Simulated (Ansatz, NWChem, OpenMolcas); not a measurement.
**KI (Potassium Iodide): methods side by side**

KI: 2 atoms, total charge 0, spin state singlet. SMILES: `[K][I]`. Geometry: the measured bond length.

```xyz
2

K     0.0000    0.0000    0.0000
I     0.0000    0.0000    3.0478
```

Each level gives the electronic atomisation energy (eV). The values are calculated. Electronic energies at fixed atoms, without zero-point motion or spin-orbit coupling.

```tsv
level	kind	program	value (eV)	less CCSD(T)/def2-TZVPPD	CPU time (all runs)
SVWN5/def2-TZVPPD (core potential)	LDA	NWChem	3.75	+0.38	35 s
PBE/def2-TZVPPD (core potential)	GGA	OpenMolcas	3.40	+0.03	25 s
PBE0/def2-TZVPPD (core potential)	global hybrid	OpenMolcas	3.44	+0.07	25 s
r2SCAN0/def2-TZVPPD (core potential)	hybrid meta-GGA	Ansatz	3.53	+0.16	33 s
HSE06/def2-TZVPPD (core potential)	range-separated hybrid	Ansatz	3.43	+0.06	19 s
B2PLYP/def2-TZVPPD (core potential)	double hybrid	NWChem	3.40	+0.03	40 s
RPA@PBE0/def2-TZVPPD (core potential)	RPA	Ansatz	3.13	-0.24	21 s
MP2/def2-TZVPPD (core potential)	perturbation theory	Ansatz	3.51	+0.14	4.5 s
CCSD(T)/def2-TZVPPD (core potential)	coupled cluster or CI	NWChem	3.37	0.00	3 min
FCI/STO-3G	exact in the basis	Ansatz	2.98	-0.39	6.8 s
```

Differences are taken from CCSD(T)/def2-TZVPPD (core potential) for orientation; it has basis-set and higher-order errors of its own. All-electron rows without a relativistic Hamiltonian named are non-relativistic, while core potentials hold scalar relativity, so basis and relativity change together. The values span 2.98 to 3.75 eV. Minimal STO sets describe s-block atoms so badly that they can place the ion below the atom. High-level rows in very small sets aren't better than simpler rows in larger ones. In the correlated wave-function rows the outer d shell of I is correlated, in sets not made for it. CPU times are rough (shared hosts, several kinds of processor and program).
